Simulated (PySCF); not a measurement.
**Mayer bond orders and bond lengths**

Species: C3H10O2Si2.
Atom-mapped SMILES: `[CH2:1]=[CH:2][O:3][SiH2:4][O:5][CH2:6][SiH3:7]` (hydrogens: H8, H9 on C1; H10 on C2; H11, H12 on Si4; H13, H14 on C6; H15, H16, H17 on Si7)

Geometry (GFN2-xTB, Å), atoms numbered from 1 in this order:
```xyz
17
C3H10O2Si2 angstrom
C     -3.6481    0.1662   -0.8517
C     -2.9558    0.1276    0.2725
O     -1.6245    0.1606    0.3918
Si    -0.4707    0.2445   -0.7417
O      0.8096    0.2401    0.2333
C      2.1595    0.3050   -0.1620
Si     3.1587    0.4385    1.4541
H     -3.1610    0.2317   -1.8072
H     -4.7208    0.1323   -0.8387
H     -3.4430    0.0623    1.2396
H     -0.4879   -0.9168   -1.6354
H     -0.5538    1.4812   -1.5233
H      2.4101   -0.5861   -0.7459
H      2.3076    1.1621   -0.8259
H      2.8907   -0.7496    2.2622
H      2.7397    1.6498    2.1565
H      4.5827    0.5122    1.1119
```

Bond orders from the PBE0/pcSseg-1 density (PySCF). Geometry: GFN2-xTB, one conformer, isolated molecule.

(1) Where do the orders between heavy atoms depart from those drawn in the SMILES?

(2) Set the Mayer orders of the bonds between heavy atoms beside their lengths.

Results:

(1) The largest departure is 0.151, at O5–C6 (drawn single, 0.849). Drawn single, order below 0.88: O5–C6 (0.849).

(2) 
```json
{"bond": "C1–C2", "drawn as": "double", "length (Å)": "1.321", "Mayer order": "1.920"}
{"bond": "C2–O3", "drawn as": "single", "length (Å)": "1.337", "Mayer order": "1.002"}
{"bond": "O3–Si4", "drawn as": "single", "length (Å)": "1.620", "Mayer order": "0.940"}
{"bond": "Si4–O5", "drawn as": "single", "length (Å)": "1.609", "Mayer order": "1.004"}
{"bond": "O5–C6", "drawn as": "single", "length (Å)": "1.408", "Mayer order": "0.849"}
{"bond": "C6–Si7", "drawn as": "single", "length (Å)": "1.905", "Mayer order": "0.898"}
```

By pair of heavy elements: C–O: lowest O5–C6 (0.849, 1.408 Å), highest C2–O3 (1.002, 1.337 Å). O–Si: lowest O3–Si4 (0.940, 1.620 Å), highest Si4–O5 (1.004, 1.609 Å).

**Question.** And the bonds to hydrogen?

**Answer.** C–H: 0.94 to 0.97 (5 bonds); H–Si: 0.89 to 0.95 (5 bonds).

**Question.** Sum the orders of all bonds at each heavy atom with more than one neighbour and set the sums beside the valence in the SMILES.

**Answer.** C1 3.818 (drawn 4), C2 3.891 (drawn 4), O3 1.942 (drawn 2), Si4 3.723 (drawn 4), O5 1.853 (drawn 2), C6 3.630 (drawn 4), Si7 3.731 (drawn 4). Orders between atoms that aren't bonded are not in these sums.

Mayer orders depend on the basis set.
